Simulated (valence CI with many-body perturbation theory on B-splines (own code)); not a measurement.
# Pd XLI: what each term of the Hamiltonian does

Calculated by valence CI with perturbative core correlation (CI+MBPT): four valence electrons over a frozen Dirac-Fock core [He], a basis of 11 s, 11 p, 9 d, 7 f, 5 g, 2 h, 1 i functions for each j, with the one-electron correlation potential Σ1 (screened to all orders), the two-electron term Σ2, the three-electron term Σ3, Breit, model QED; selected single and double excitations, second order for the rest (own B-spline code, finite nucleus).

No measured spectrum was set against this ion. As an estimate, large intervals hold to a few tenths of a per cent, small ones and those within an open d or f shell to about a per cent. Among the levels kept, up to 280 cm⁻¹ of a level comes from second order outside the variational space, and about a tenth of that is noise between levels of different J, which matters for small intervals.

Each rung adds one term. CI alone is the Dirac-Coulomb CI over the frozen core; QED comes last and gives the full result, which names the levels. Energies are above (2s^2 2p1/2^2) J=0 on the same rung, in × 10³ cm⁻¹.

Levels are named by their leading jj configuration (3d3/2^4 stands for four electrons in 3d with j = 3/2), which in mixed levels can hold well under half, so a name can repeat and another be missing. Letters in brackets count levels of one name in rising energy.

```tsv
Level	CI alone	+ Σ1	+ Σ2	+ Σ3	+ Breit	Full
(2s^2 2p1/2 2p3/2) J=1	1303.6	1304.1	1303.7	1303.8	1276.9	1279.8
(2s^2 2p1/2 2p3/2) J=2	1428.2	1428.8	1428.5	1428.4	1386.5	1389.5
(2s 2p1/2^2 2p3/2) J=2	2494.3	2493.0	2491.8	2491.8	2481.1	2456.8
(2s^2 2p3/2^2) J=2	2803.4	2804.5	2804.2	2804.1	2743.0	2748.4
(2s 2p1/2^2 2p3/2) J=1	2909.2	2908.0	2905.9	2905.3	2901.4	2876.9
(2s^2 2p3/2^2) J=0	3051.6	3052.6	3053.2	3052.7	3007.1	3012.1
(2s 2p1/2 2p3/2^2) J=2 [a]	3729.0	3728.2	3727.0	3726.9	3697.2	3675.5
(2s 2p1/2 2p3/2^2) J=3	3981.7	3981.0	3979.7	3979.4	3926.7	3905.0
(2s 2p1/2 2p3/2^2) J=0	4186.1	4185.4	4184.6	4184.1	4163.9	4142.2
(2s 2p1/2 2p3/2^2) J=1 [a]	4286.6	4285.9	4283.5	4282.9	4253.7	4231.9
(2s 2p1/2 2p3/2^2) J=2 [b]	4381.5	4380.8	4378.3	4377.5	4333.9	4312.1
(2s 2p1/2 2p3/2^2) J=1 [b]	4405.5	4404.8	4402.4	4401.5	4374.1	4352.2
(2s 2p3/2^3) J=2	5530.9	5530.7	5529.3	5528.7	5471.1	5452.1
(2p1/2^2 2p3/2^2) J=2	5684.4	5681.9	5677.6	5676.5	5667.1	5618.4
(2s 2p3/2^3) J=1	5904.2	5904.0	5901.3	5900.3	5845.7	5826.5
(2p1/2^2 2p3/2^2) J=0	5957.9	5955.4	5951.5	5950.3	5956.7	5908.2
(2p1/2 2p3/2^3) J=1	7039.1	7037.2	7033.0	7031.9	7005.3	6958.9
(2p1/2 2p3/2^3) J=2	7171.5	7169.6	7165.7	7164.6	7124.0	7077.6
(2p3/2^4) J=0	8669.9	8668.4	8664.9	8663.8	8614.4	8571.0
(2s^2 2p1/2 3s) J=0	28332	28335	28335	28334	28281	28290
(2s^2 2p1/2 3s) J=1	28353	28356	28356	28355	28300	28309
(2s^2 2p1/2 3p1/2) J=1	28704	28706	28706	28705	28658	28659
(2s^2 2p1/2 3p1/2) J=0	28888	28891	28890	28890	28846	28847
(2s^2 2p1/2 3p3/2) J=1	29155	29157	29157	29156	29106	29106
(2s^2 2p1/2 3p3/2) J=2	29198	29200	29200	29199	29143	29144
(2s 2p1/2^2 3s) J=1	29428	29429	29428	29428	29399	29383
(2s^2 2p1/2 3d3/2) J=2	29513	29516	29515	29515	29457	29458
(2s 2p1/2^2 3s) J=0	29557	29558	29557	29556	29533	29514
(2s^2 2p1/2 3d3/2) J=1	29636	29638	29638	29637	29579	29579
(2s^2 2p1/2 3d5/2) J=2	29689	29692	29692	29691	29627	29630
(2s^2 2p1/2 3d5/2) J=3	29717	29720	29720	29719	29657	29658
```

Problem. How does the ionisation energy move along the ladder, and which term matters most?

Solution. CI alone 6259.9, + Σ1 6260.2, + Σ2 6260.2, + Σ3 6260.1, + Breit 6252.3, + QED 6252.6 eV. The largest step is Breit, -7.8 eV. NIST lists 6242 ± 7 eV (semi-empirical).
